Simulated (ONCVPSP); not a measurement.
Transferability test, ONCV potential for scandium (Sc)

```json
{
 "Element": "Sc (Z = 21)",
 "Generator": "ONCVPSP 4.0.1",
 "Type": "optimised norm-conserving Vanderbilt (ONCV)",
 "Functional": "LDA (Perdew-Wang 92)",
 "Relativity": "fully relativistic",
 "Frozen core": "[Ar]",
 "Valence charge": "3",
 "Reference configuration": "3d1 4s2",
 "Partial waves": "4s: rc 3.25 bohr, ncon 4, nbas 7, qcut 1.8 1/bohr, 3 projectors, debl 1.1 Ha; p scattering state at 0.02 Ha: rc 3.05 bohr, ncon 4, nbas 9, qcut 2.4 1/bohr, 2 projectors, debl 2.2 Ha; 3d: rc 2.80 bohr, ncon 3, nbas 7, qcut 5.2 1/bohr, 2 projectors, debl 1 Ha",
 "Local potential": "polynomial inside 1.90 bohr (lpopt 4, dvloc0 0 Ha)",
 "Core correction": "polynomial model core, fcfact 0.7"
}
```

Open shells are filled in proportion to 2j + 1.

In the p channel the program set the typed energies aside and used 0.050, 2.250 Ha (j = l + 1/2; the other j can differ).

Energies are relative to the spin-unpolarised reference configuration 3d1 4s2; without spin polarisation the order of configurations can differ from experiment.

| valence configuration | charge | ΔE all-electron (eV) | error AE − PS (meV) |
| --- | --- | --- | --- |
| 3d1 4s0 | +2 | 20.016 | -49 |
| 3d1 4s1.5 | +0.5 | 2.821 | -0.6 |
| 3d2 4s1 | 0 | 1.616 | +68 |

What are ΔE and the potential's error for 3d1 4s1?

ΔE = 7.061 eV all-electron; the error (AE − PS) is -4.3 meV.

Note: no bound ghost flagged; GHOST(+) flagged for p3/2 at 84.3 eV, p1/2 at 84.7 eV, s at 92.7 eV.
